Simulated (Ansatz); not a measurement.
A run for Ansatz (a quantum-chemistry and plane-wave program): R-wB97M-V/def2-TZVPP on H2O (SMILES O).

Ansatz 0.2 input:
```yaml
crystal:
  periodic: [false, false, false]
  atoms:
    - {symbol: O, position_ang: [0.00714419, 0.38955560, -0.00000000]}
    - {symbol: H, position_ang: [-0.76845443, -0.18075189, 0.00000000]}
    - {symbol: H, position_ang: [0.76131023, -0.20880371, -0.00000000]}
basis:
  gaussian:
    orbitals: def2-TZVPP
hamiltonian:
  xc: {name: wB97M-V}
scf: {lower_state_search: off}
```

The log:

```
WARN ansatz: RAYON_NUM_THREADS=4 ignored (pool sized by the plan → 4); use --threads N
Functional definition: wB97M-V
these checks for a lower state are left out or cut short: stability, starts, cluster_reference, orbital_swaps, neighbouring_geometries, increment
integrals: 0.01 GiB planned
269 factors; their error is unknown
integrals: 0.04 GiB planned
69 factors; integrals over basis functions are off by at most 2.2e-5 eV
mean field: 0.14 GiB planned
mean field evaluation 1: about -2076.7681 eV, gradient 4.4e1 eV
mean field evaluation 2: about -2076.4561 eV, gradient 4.8e1 eV
mean field evaluation 4: about -2079.8553 eV, gradient 2.8e-1 eV
mean field evaluation 8: about -2079.8585 eV, gradient 1.2e-3 eV
mean field -2079.85848726 eV, -76.4333896280 hartree, gradient 5.3e-6 eV, S^2 0.000000; 0 other end points of the search recorded, 0 dependent functions left out
reference -2079.85850932 eV, -76.4333904388 hartree; 5, 5 occupied and 54, 54 virtual orbitals, 269 factors
Total energy: -2079.85850932 eV, -76.4333904388 hartree
Checks for a lower state left out: stability, starts, cluster_reference, orbital_swaps, neighbouring_geometries, increment
```

Self-consistency was reached.

Cost: roughly 1.0 core-seconds.
